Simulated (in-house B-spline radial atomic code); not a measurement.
Configurations of Ru IV (Ru3+), with energies counted from [Kr] 4d5. All numbers are computed (scalar-relativistic (X2C) BHandHLYP, spin-polarised, spherical fractional occupations, exact exchange averaged over the configuration; Fermi nucleus of rms radius 4.4809 fm) with a radial B-spline atomic code at the basis-set limit, not measured. Shells without spins written out take the highest spin.

Occupations are held fixed; configurations that lie above the ionisation limit could autoionise.

| configuration | E - E(ref) (eV) | highest orbital | its <r> (bohr) |
| --- | --- | --- | --- |
| [Kr] 4d4 5f1 | 35.62 | 5f up | 6.462 |
| [Ar] 3d10 4s2 4p5 4d5 5p1 | 57.952 | 5p up | 2.817 |
| [Ar] 3d10 4s2 4p5 4d5 5f1 | 75.827 | 5f up | 6.329 |
| [Ar] 3d9 4s2 4p6 4d5 5d1 | 308.6 | 5d up | 3.752 |
| [Ar] 3d9 4s2 4p6 4d5 4f1 | 311.9 | 4f up | 3.399 |

(1) Order these further configurations by energy, lowest first.
A. [Ar] 3d10 4s2 4p5 4d5 5d1
B. [Kr] 4d4 5p1
C. [Ar] 3d9 4s2 4p6 4d5 5f1
D. [Ar] 3d10 4s2 4p5 4d6
E. [Ar] 3d9 4s2 4p6 4d5 5s1

Results:

(1) B (17.835 eV), D (44.07 eV), A (67.505 eV), E (291.64 eV), C (317.15 eV).
